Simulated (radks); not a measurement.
All-electron atom: B II in [He] 2s2.

Calculated with a radial shooting solver on a logarithmic mesh with Libxc functionals: Dirac Kohn-Sham, exchange-only LDA, spin-unpolarised, spherical densities, finite nucleus; Fermi nuclear charge, rms radius 2.406 fm.

Energy parts (hartree):
total: -23.79343
kinetic: 23.80837
electron-nucleus: -54.11842
Hartree: 9.52048
exchange: -3.00387

Orbitals (lengths in bohr, moments of r in powers of bohr; r(90%) holds 90 % of the orbital's charge):
orbital  occ.  eigenvalue (hartree)     <r>  r(90%)   <1/r>
1s1/2       2              -6.96996  0.3323   0.598   4.615
2s1/2       2              -0.66716   1.806    2.83  0.7971
2p1/2       0              -0.44958   1.869    3.10  0.7013
2p3/2       0              -0.44940   1.870    3.11  0.7010
3s1/2       0              -0.14252   5.628    8.40  0.2482

The highest occupied level is 2s1/2 at -18.154 eV. The density falls to 0.001 e/bohr^3 at r = 3.37 bohr.
